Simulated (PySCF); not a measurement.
`[BH3-][NH2+]CC`. The calculation used PBE0-D3(BJ)/def2-SVP geometry optimisation, gas phase in PySCF 2.14.0.

```
atom  x, y, z in Å
B1     2.0441   -0.3890   -0.0513
N2     0.5316    0.1163   -0.3711
C3    -0.5156   -0.4580    0.4875
C4    -1.9057    0.0485    0.1648
H5     2.7615    0.1943   -0.8563
H6     2.0298   -1.6039   -0.2160
H7     2.2653   -0.0655    1.1108
H8     0.5162    1.1358   -0.3007
H9     0.3302   -0.0952   -1.3503
H10   -0.4443   -1.5498    0.3792
H11   -0.2289   -0.2307    1.5244
H12   -1.9799    1.1413    0.2856
H13   -2.6449   -0.4074    0.8393
H14   -2.2024   -0.2020   -0.8665
```

(1) Which two atoms are farthest apart?

(2) What is the repulsion energy of the bare nuclei, Σ ZA·ZB/RAB?

(3) Give the dihedral angles N2–C3–C4–H13, H6–B1–N2–C3, N2–C3–C4–H12.

(4) Work out the bond lengths B1–H5, B1–H6, N2–C3, N2–H9, C3–C4, C4–H12, C4–H13, C4–H14 in bohr.

(5) How far are the heavy atoms from their best plane (unweighted least squares)?

(6) How far apart are these pairs, which share no bond: B1···H10, B1···H11, C3···H5, H11···H14?

(7) What are the angles N2–C3–C4, C4–C3–H11, H10–C3–H11, H12–C4–H14?

(8) Write the matrix of distances between heavy atoms (Å, lower triangle).

Answers

(1) H5···H13, 5.70 Å; the next longest distance is 4.98 Å.

(2) 130.95 Eh over 91 pairs, with full nuclear charges and distances in bohr; the largest single term is 15.11 Eh (N2 with C3).

(3) N2–C3–C4–H13 180° (antiperiplanar); H6–B1–N2–C3 60° (synclinal); N2–C3–C4–H12 -60° (synclinal). Dihedral signs follow IUPAC: positive where, seen along the central bond, the front bond turns clockwise onto the rear one.

(4) For B1–H5 the difference vector is (0.7174, 0.5833, -0.8050) Å, of length 1.2259 Å. 1 bohr = 0.529177 Å. B1–H5 2.317; B1–H6 2.317; N2–C3 2.780; N2–H9 1.931; C3–C4 2.862; C4–H12 2.082; C4–H13 2.078; C4–H14 2.082 bohr.

(5) 0.003 Å rms; none is more than 0.003 Å off.

(6) B1···H10 2.779 Å (3 bonds apart); B1···H11 2.770 Å (3 bonds apart); C3···H5 3.601 Å (3 bonds apart); H11···H14 3.100 Å (3 bonds apart).

(7) From the scalar product of the two bond vectors; for N2–C3–C4 it is -0.8878 Å² over 1.4709 × 1.5143 Å², cos θ = -0.3986. N2–C3–C4 113.5°; C4–C3–H11 111.8°; H10–C3–H11 106.3°; H12–C4–H14 108.1°.

(8) 
```
B1    0.000
N2    1.626  0.000
C3    2.617  1.471  0.000
C4    3.980  2.496  1.514  0.000
```

The point group is Cs within 0.08 Å; differences among equivalent distances and angles are scatter left by the optimiser. No PBE0-D3(BJ)/def2-SVP frequencies stand behind this structure, so it isn't proved a minimum. One conformer, not necessarily the lowest.
